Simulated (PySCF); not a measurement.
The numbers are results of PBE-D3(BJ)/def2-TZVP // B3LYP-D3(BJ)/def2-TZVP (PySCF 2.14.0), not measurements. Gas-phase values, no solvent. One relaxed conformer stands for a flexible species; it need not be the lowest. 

Reference species (SMILES): `C=C[SiH]=C` (C–C–Si–C torsion 14°) (neutral, multiplicity 1).

The LUMO comes out as -2.48 eV and the HOMO–LUMO gap is 2.81 eV.

Changed species: `C=C=C[SiH3]`.

Task: Predict the effect on the LUMO and HOMO–LUMO gap.

Result: the LUMO goes up by 1.30 eV, to -1.18 eV; the HOMO–LUMO gap increases by 2.41 eV, to 5.22 eV.
